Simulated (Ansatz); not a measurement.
`[F][Sn]([F])([Cl])[Br]` + H₂ → `[F][SnH]([Cl])[Br]` + H–F at 600 K and 1 bar (hydrogenolysis of the Sn–F bond).

Program: Ansatz. Geometries: PBE0-D4/def2-TZVP. ΔE: electronic, gas phase. CBS: MP2 limit from def2 TZ/QZ plus the TZ coupled-cluster correction, frozen cores. This one scheme is used for every species. def2 core potentials past Kr. For Br, Sn outer-core shells are correlated without core-valence functions, which leaves a few kJ/mol of doubt a bond. Scalar relativity is left out up to krypton.

| species | CCSD(T)/CBS energy (Eh) | H − E (kJ/mol) | S (J/(mol·K)) |
| --- | --- | --- | --- |
| `[F][Sn]([F])([Cl])[Br]` | -3446.86348 | 67.7 | 448.2 |
| H₂ | -1.17544 | 43.9 | 150.8 |
| `[F][SnH]([Cl])[Br]` | -3347.63611 | 75.0 | 419.0 |
| H–F | -100.39570 | 42.3 | 194.0 |

H − E and S are ideal-gas, rigid-rotor, harmonic terms from PBE0-D4/def2-TZVP, for one conformer and one mirror image of each species. The MP2-based limit puts H₂ 0.8 mEh under its directly extrapolated value; such offsets cancel only in part. 1 Eh = 2625.50 kJ/mol, R = 8.31446 J/(mol·K).

Problem. By hand: ΔE, ΔH, ΔS and ΔG.

Solution. ΔE = (-3347.63611) + (-100.39570) − (-3446.86348) − (-1.17544) = 0.00711 Eh = 18.7 kJ/mol. Δ(H − E) = 75.0 + 42.3 − 67.7 − 43.9 = 5.7, so ΔH = 24.4 kJ/mol. ΔS = 419.0 + 194.0 − 448.2 − 150.8 = 14.0 J/(mol·K). ΔG = 24.4 − 600 × (14.0)/1000 = 16.0 kJ/mol.

Problem. By hand: the equilibrium constant, and the temperature at which ΔG would vanish if ΔH and ΔS stayed fixed.

Solution. log₁₀ K = −ΔG/(RT ln 10) = -1.4. ΔG = 0 at ΔH/ΔS = 1743 K, though so small a ΔS makes that figure unsure.

TΔS isn't small against ΔH here. A doubt of 5 kJ/mol in ΔE shifts log₁₀ K by 0.4 here. Other conformers and mirror images would add mixing entropy, several J/(mol·K) or more a flexible species. These are equilibria of isolated gas molecules and say nothing of rates. Largest T1 diagnostic: 0.012 (customary marks: 0.02 for closed shells, 0.045 for open ones).
